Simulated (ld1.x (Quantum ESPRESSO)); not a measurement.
Pseudopotential generation for Ta (Z = 73): RRKJ, PBE, scalar-relativistic.

Input for ld1.x (Quantum ESPRESSO) 7.5:

```
&input
   title='Ta', zed=73., rel=1, dft='PBE', iswitch=3,
   config='[Xe] 4f14 5d3 6s1.5 6p0.5',
   nld=4, rlderiv=2.60, eminld=-7.0, emaxld=5.0, deld=0.02
 /
 &inputp
   pseudotype=2, tm=.false., lloc=3,
   nlcc=.false.,
   file_pseudopw='Ta.UPF', file_wfcaegen='ae.wfc', file_wfcncgen='nc.wfc', file_beta='beta', file_chi='chi'
 /
4
5S  1  0   2.00   0.00  1.40  1.40  0.0
5P  2  1   6.00   0.00  1.90  1.90  0.0
5D  3  2   3.00   0.00  2.40  2.40  0.0
4F  4  3  14.00   0.00  1.00  1.00  0.0
 &test
   configts(1)='4f14 5s2 5p6 5d3 6s1.5 6p0.5'
 /
```

Command:

```bash
ld1.x < Ta.in > Ta.out
```

The program printed (shortened: banner, matrices, multipoles, cross overlaps and the repeated all-electron block are left out):

```
[... start of the log left out ...]
     Exc  =    -630.122485 Ry,    -315.061243 Ha,   -8573.253163 eV

     normalization and overlap integrals

     s(1S/1S) =  1.000000  <r> =   0.0187  <r2> =    0.0005  r(max) =   0.0116
     s(2S/2S) =  1.000000  <r> =   0.0789  <r2> =    0.0074  r(max) =   0.0670
     s(2P/2P) =  1.000000  <r> =   0.0706  <r2> =    0.0061  r(max) =   0.0549
     s(3S/3S) =  1.000000  <r> =   0.2048  <r2> =    0.0479  r(max) =   0.1891
     s(3P/3P) =  1.000000  <r> =   0.2049  <r2> =    0.0487  r(max) =   0.1868
     s(4S/4S) =  1.000000  <r> =   0.4587  <r2> =    0.2376  r(max) =   0.4262
     s(4P/4P) =  1.000000  <r> =   0.4877  <r2> =    0.2706  r(max) =   0.4480
     s(3D/3D) =  1.000000  <r> =   0.1856  <r2> =    0.0404  r(max) =   0.1529
     s(5S/5S) =  1.000000  <r> =   1.1001  <r2> =    1.3610  r(max) =   0.9847
     s(5P/5P) =  1.000000  <r> =   1.2936  <r2> =    1.9011  r(max) =   1.1298
     s(4D/4D) =  1.000000  <r> =   0.5231  <r2> =    0.3173  r(max) =   0.4593
     s(4F/4F) =  1.000000  <r> =   0.6394  <r2> =    0.5209  r(max) =   0.4424
     s(5D/5D) =  1.000000  <r> =   2.2181  <r2> =    6.0602  r(max) =   1.5833
     s(6S/6S) =  1.000000  <r> =   3.2623  <r2> =   12.1405  r(max) =   2.7443
     s(6P/6P) =  1.000000  <r> =   4.8442  <r2> =   27.4614  r(max) =   3.7983

     ------------------------ End of All-electron run ------------------------

     --------------------- Generating NC pseudopotential ---------------------

      Generating local pot.: lloc=3, matching radius rcloc =   1.0000

      Wfc   5S  rcut= 1.397  Estimated cut-off energy=       67.03 Ry
     l=   0 Node at 0.27172644
      This function has    1 nodes for 0 < r <    1.397

 %%%%%%%%%%%%%%%%%%%%%%%%%%%%%%%%%%%%%%%%%%%%%%%%%%%%%%%%%%%%%%%%%%%%%%%%%%%%%%
     Error in routine compute_phi (1):
     phi has nodes before r_c
 %%%%%%%%%%%%%%%%%%%%%%%%%%%%%%%%%%%%%%%%%%%%%%%%%%%%%%%%%%%%%%%%%%%%%%%%%%%%%%

     stopping ...
```

The run stopped because the RRKJ expansion in Bessel functions gave a pseudo-wave with a node inside its radius.

The run took about 0.13 s on one core of a shared server CPU.
